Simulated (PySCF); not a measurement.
**MoH₂ + 2 Cl₂ → MoCl₂ + 2 HCl**

Level: PBE0 in the def2-TZVP basis family, computed in PySCF with density fitting; scalar-relativistic core potentials for atoms from Rb on, none lighter, no spin–orbit coupling; open shells unrestricted.

```csv
species,state and structure,E (Eh),ZPE (kJ/mol),H(298 K) − H(0) (kJ/mol),S° (J/(mol K))
MoH₂,"quintet, C2v, Mo–H 1.706 Å (×2); H–Mo–H 108.1°",-69.28343,25.3,10.4,240.3
Cl₂,"singlet, D∞h, Cl–Cl 1.982 Å",-920.08940,3.5,9.1,222.5
MoCl₂,"quintet, C2v, Mo–Cl 2.260 Å (×2); Cl–Mo–Cl 131.6°",-988.38164,5.3,13.6,316.3
HCl,"singlet, C∞v, H–Cl 1.279 Å",-460.66440,17.9,8.7,186.6
```

**Question.** What is the electronic reaction energy?

**Answer.** At PBE0/def2-TZVP, ΔE = -651.7 kJ/mol from the differences of the total energies times 2625.5, downhill. 

**Question.** Add zero-point, thermal and entropy terms for 298.15 K and 1 bar.

**Answer.** ΔZPE = 8.8 and Δ[H(298) − H(0)] = 2.4 kJ/mol give ΔH° = -640.5 kJ/mol. ΔS° = 4.2 J/(mol K), so ΔG° = -640.5 − 298.15 × (0.0042) = -642 kJ/mol.

Open d or f shells are single determinants, so the state found may not be the ground state. Only the bonding shown was studied: isomers, or loss of a ligand pair, can lie lower.
